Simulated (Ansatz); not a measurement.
A nudged elastic band was laid between two geometries of ClGeH3 + H2 (7 atoms, charge 0, multiplicity 1).

Method: RKS B3LYP-D4/def2-SVP in Ansatz 0.2.0.

```
movable images  : 5
climbing image  : yes
spring          : 5.0 eV/Å²
optimiser       : quadratic models (default)
start path      : through a guess of the saddle point
force threshold : 0.05 eV/Å
iteration limit : 60
end points      : relaxed
```

First end point:

```xyz
7
Properties=species:S:1:pos:R:3
Ge 0.488 0.000 -0.119
Cl 0.408 0.000 2.064
H 1.974 0.000 -0.517
H -0.224 1.271 -0.610
H -0.224 -1.271 -0.610
H -3.167 0.000 1.286
H -2.506 0.000 1.663
```

Last end point:

```xyz
7
Properties=species:S:1:pos:R:3
Ge -0.319 0.000 -0.559
Cl -0.380 0.000 3.460
H 0.938 0.000 0.325
H -0.349 1.260 -1.443
H -0.349 -1.260 -1.443
H -1.576 0.000 0.341
H -1.217 0.000 2.476
```

**Question.** Which bonds break or form, and what moves?

**Answer.** Bonds broken: Ge1–Cl2, H6–H7. Bonds formed: Ge1–H6, Cl2–H7. ClGeH3 + H2 becomes ClH + GeH4.

**Question.** Give the energies along the band, and the barrier.

**Answer.** The forces met the threshold. The highest image is number 4 of 0 to 6, 2.26 eV above the first end and 1.79 eV above the last; the last end lies 0.48 eV above the first. Neighbouring images differ by up to 1.5 eV, so the band resolves the path poorly. A vibrational analysis at the climbing image gives 2 clearly imaginary modes (1201i, 118i cm⁻¹): a point of higher order. A lower path may pass nearby, or the ends, which weren't checked, may share the extra mode. The orbitals stay closed-shell, which can raise the energy where a bond breaks towards radicals; this wasn't checked here.

| image | path coordinate (Å) | energy (eV) | Ge1–Cl2 (Å) | H6–H7 (Å) | Ge1–H6 (Å) |
| --- | --- | --- | --- | --- | --- |
| 0 | 0.00 | 0.00 | 2.18 | 0.76 | 3.92 |
| 1 | 0.67 | 0.01 | 2.19 | 0.76 | 3.31 |
| 2 | 1.35 | 0.20 | 2.20 | 0.76 | 2.71 |
| 3 | 2.02 | 1.04 | 2.33 | 0.78 | 2.20 |
| 4 | 2.69 | 2.26 | 2.71 | 0.95 | 1.82 |
| 5 | 3.61 | 0.79 | 3.32 | 1.48 | 1.56 |
| 6 | 4.52 | 0.48 | 4.02 | 2.16 | 1.55 |

**Question.** What is the geometry of the highest image?

**Answer.** 
```xyz
7
Properties=species:S:1:pos:R:3:forces:R:3
Ge -0.175 0.000 -0.119 0.01 0.00 -0.01
Cl -0.088 0.000 2.588 -0.01 0.00 -0.01
H 1.344 0.000 0.120 0.00 0.00 0.00
H -0.592 1.300 -0.830 0.00 0.00 0.00
H -0.592 -1.300 -0.830 0.00 0.00 0.00
H -1.800 0.000 0.698 0.00 0.00 0.01
H -1.348 0.000 1.532 0.00 0.00 0.00
```

Time of the run: 2.5 min on 1 thread of Arm Neoverse V1, with other jobs on the host, peak memory 0.17 GiB.
